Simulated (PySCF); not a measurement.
FeO₄, SMILES [O]=[Fe](=[O])(=[O])=[O], multiplicity 1.

Geometry optimised at PBE0-D3(BJ)/def2-SVP. The spin state was assumed, not searched.

Two levels are set side by side: TDDFT-PBE/def2-SVPD (PySCF) and TDDFT-B3LYP/def2-SVPD (PySCF). Vertical, same geometry. The lowest singlet is HOMO→LUMO+1 75 %, HOMO→LUMO 25 % with PBE and HOMO−1→LUMO+1 75 %, HOMO−1→LUMO 25 % with the other functional; states are paired by order. Differences are taken from unrounded values.

```json
[
 {"quantity": "lowest singlet excitation (eV)", "TDDFT-B3LYP": "1.58", "TDDFT-PBE": "1.88", "TDDFT-PBE minus TDDFT-B3LYP": "0.31"},
 {"quantity": "lowest triplet excitation (TDA) (eV)", "TDDFT-B3LYP": "0.89", "TDDFT-PBE": "1.24", "TDDFT-PBE minus TDDFT-B3LYP": "0.34"}
]
```

Rough cost on one machine, each run with all the roots and properties that it gave: TDDFT-B3LYP against TDDFT-PBE about 3 times.
